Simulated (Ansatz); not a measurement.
Ansatz (a program for electronic structure) input (PBE0/def2-TZVP):

Ansatz 0.2 input:
```yaml
crystal:
  periodic: [false, false, false]
  atoms:
    - {symbol: O, position_ang: [1.96853351, -0.18525532, 0.40525519]}
    - {symbol: C, position_ang: [0.66126798, 0.12940574, 0.06613575]}
    - {symbol: C, position_ang: [0.10237158, 1.21606802, -0.50641853]}
    - {symbol: C, position_ang: [-1.28502413, 0.75881371, -0.57799561]}
    - {symbol: C, position_ang: [-1.42724335, -0.49188516, -0.05701915]}
    - {symbol: O, position_ang: [-0.20010033, -0.94784875, 0.36453468]}
    - {symbol: H, position_ang: [1.91787331, -0.77530393, 1.16608728]}
    - {symbol: H, position_ang: [-2.11708118, 1.33023559, -0.97938630]}
    - {symbol: H, position_ang: [-2.25649004, -1.16451308, 0.10676526]}
basis:
  gaussian:
    orbitals: def2-TZVP
hamiltonian:
  xc: {name: PBE0}
total_charge: -1
```

End of the output:

```
integrals: 0.11 GiB planned
1154 factors; their error is unknown
0.34 GiB of the device are held for the grids
1.06 GiB of device memory are held for the factors and their scratch space
mean field: 0.92 GiB planned
mean field evaluation 1: about -8274.5083 eV, gradient 5.8e1 eV
mean field evaluation 2: about -8218.1349 eV, gradient 1.2e2 eV
mean field evaluation 4: about -8282.1447 eV, gradient 1.2e1 eV
mean field evaluation 8: about -8282.4850 eV, gradient 1.4e-1 eV
mean field evaluation 16: about -8282.4932 eV, gradient 9.4e-4 eV
mean field -8282.49318048 eV, -304.3760103070 hartree, gradient 2.9e-5 eV, S^2 0.000000; 0 other end points of the search recorded, 0 dependent functions left out
reference -8282.49320704 eV, -304.3760112830 hartree; 22, 22 occupied and 182, 182 virtual orbitals, 1154 factors
Total energy: -8282.49320704 eV, -304.3760112830 hartree
```

It need not be the lowest isomer of its formula. Whether it binds its extra electron was not tested at this geometry.
